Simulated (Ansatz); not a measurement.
PBE exchange is replaced step by step with exact exchange (0 % is PBE, 25 % PBE0; no dispersion term), basis def2-TZVP, Ansatz. System: Ru3Pt (the lowest singlet isomer of a short search). Charge 0, multiplicity 1. Geometry: r2SCAN-D4/def2-SVP.

Geometry of the singlet:

```xyz
4

Pt    0.8705   -1.1001    1.2012
Ru   -1.3776    0.8498   -0.4888
Ru   -0.1484   -0.9038   -1.0062
Ru    0.6556    1.1542    0.2938
```

In the def2 sets Pt, Ru take a core potential; there is no spin–orbit coupling. The restricted singlet is unstable towards broken spin symmetry in Hartree–Fock (as tested in another run); at PBE-D4/def2-TZVP, PBE with 5 % exact exchange/def2-TZVP, PBE with 10 % exact exchange/def2-TZVP, PBE with 15 % exact exchange/def2-TZVP and others this wasn't settled. At PBE-D4/def2-TZVP, PBE with 5 % exact exchange/def2-TZVP an occupied level of the charge 0 singlet lies above an empty one (by up to 0.37 eV), so this SCF solution is probably not the lowest. At PBE0-D4/def2-TZVP a triplet of charge 0 lies 1.65 eV below the restricted singlet, each at its own geometry. That triplet is doubtful there (⟨S²⟩ 3.79, where a pure state has 2.00). The structure comes from a short search, and lower isomers may exist.

```json
{"exact exchange (%)": "0", "HOMO (eV)": "-3.72", "LUMO (eV)": "-4.09", "gap (eV)": "-0.37"}
{"exact exchange (%)": "5", "HOMO (eV)": "-3.86", "LUMO (eV)": "-3.87", "gap (eV)": "-0.01"}
{"exact exchange (%)": "10", "HOMO (eV)": "-4.08", "LUMO (eV)": "-3.52", "gap (eV)": "0.55"}
{"exact exchange (%)": "15", "HOMO (eV)": "-4.17", "LUMO (eV)": "-3.36", "gap (eV)": "0.81"}
{"exact exchange (%)": "25", "HOMO (eV)": "-4.53", "LUMO (eV)": "-2.82", "gap (eV)": "1.71"}
{"exact exchange (%)": "35", "HOMO (eV)": "-4.93", "LUMO (eV)": "-2.28", "gap (eV)": "2.65"}
{"exact exchange (%)": "50", "HOMO (eV)": "-5.57", "LUMO (eV)": "-1.60", "gap (eV)": "3.97"}
```
